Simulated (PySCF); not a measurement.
CH3Cl2OSb. Atoms are numbered in the order given.

```xyz
8

Sb    -0.6625     0.2202     0.0000
Cl     0.8517     0.7318     1.7980
Cl     0.8517     0.7318    -1.7980
O     -0.4518    -1.7594     0.0000
C      0.8253    -2.3867     0.0000
H      1.4182    -2.1161    -0.9019
H      1.4182    -2.1161     0.9019
H      0.6567    -3.4833     0.0000
```
Charge 0, spin multiplicity 1.

Coordinates come from a PBE-D3(BJ)/def2-SVP optimisation. The structure was generated by enumeration; whether it is a known compound was not checked. The def2 effective core potentials stand for the cores of Sb; spin–orbit coupling is left out. One conformer was computed; it need not be the lowest.

Method: PBE-D3(BJ)/def2-SVP (PySCF 2.14.0).

Frequencies are harmonic and unscaled.

Computed harmonic wavenumbers and intensities:
```json
[
 {"mode": "1", "ν (cm⁻¹)": "77", "IR (km/mol)": "2.2", "moving atoms (share of kinetic energy)": "C 42 %, Cl 34 %, H 21 %"},
 {"mode": "2", "ν (cm⁻¹)": "107", "IR (km/mol)": "0.2", "moving atoms (share of kinetic energy)": "H 94 %"},
 {"mode": "3", "ν (cm⁻¹)": "111", "IR (km/mol)": "3.4", "moving atoms (share of kinetic energy)": "Cl 76 %, C 10 %, Sb 9 %"},
 {"mode": "4", "ν (cm⁻¹)": "128", "IR (km/mol)": "5.1", "moving atoms (share of kinetic energy)": "Cl 49 %, C 23 %, Sb 17 %, H 10 %"},
 {"mode": "5", "ν (cm⁻¹)": "192", "IR (km/mol)": "12.8", "moving atoms (share of kinetic energy)": "O 72 %, Cl 12 %, H 11 %"},
 {"mode": "6", "ν (cm⁻¹)": "282", "IR (km/mol)": "3.2", "moving atoms (share of kinetic energy)": "O 35 %, C 28 %, H 17 %, Sb 13 %"},
 {"mode": "7", "ν (cm⁻¹)": "339", "IR (km/mol)": "63.0", "moving atoms (share of kinetic energy)": "Cl 75 %, Sb 25 %"},
 {"mode": "8", "ν (cm⁻¹)": "350", "IR (km/mol)": "34.3", "moving atoms (share of kinetic energy)": "Cl 75 %, Sb 24 %"},
 {"mode": "9", "ν (cm⁻¹)": "529", "IR (km/mol)": "48.7", "moving atoms (share of kinetic energy)": "O 70 %, Sb 13 %, C 10 %"},
 {"mode": "10", "ν (cm⁻¹)": "1049", "IR (km/mol)": "151.9", "moving atoms (share of kinetic energy)": "O 51 %, C 46 %"},
 {"mode": "11", "ν (cm⁻¹)": "1123", "IR (km/mol)": "0.4", "moving atoms (share of kinetic energy)": "H 77 %, C 18 %"},
 {"mode": "12", "ν (cm⁻¹)": "1132", "IR (km/mol)": "2.2", "moving atoms (share of kinetic energy)": "H 75 %, C 19 %"},
 {"mode": "13", "ν (cm⁻¹)": "1399", "IR (km/mol)": "10.4", "moving atoms (share of kinetic energy)": "H 89 %, C 9 %"},
 {"mode": "14", "ν (cm⁻¹)": "1405", "IR (km/mol)": "7.5", "moving atoms (share of kinetic energy)": "H 97 %"},
 {"mode": "15", "ν (cm⁻¹)": "1426", "IR (km/mol)": "9.7", "moving atoms (share of kinetic energy)": "H 96 %"},
 {"mode": "16", "ν (cm⁻¹)": "2932", "IR (km/mol)": "55.2", "moving atoms (share of kinetic energy)": "H 98 %"},
 {"mode": "17", "ν (cm⁻¹)": "3014", "IR (km/mol)": "19.5", "moving atoms (share of kinetic energy)": "H 90 %, C 10 %"},
 {"mode": "18", "ν (cm⁻¹)": "3047", "IR (km/mol)": "15.0", "moving atoms (share of kinetic energy)": "H 90 %, C 10 %"}
]
```
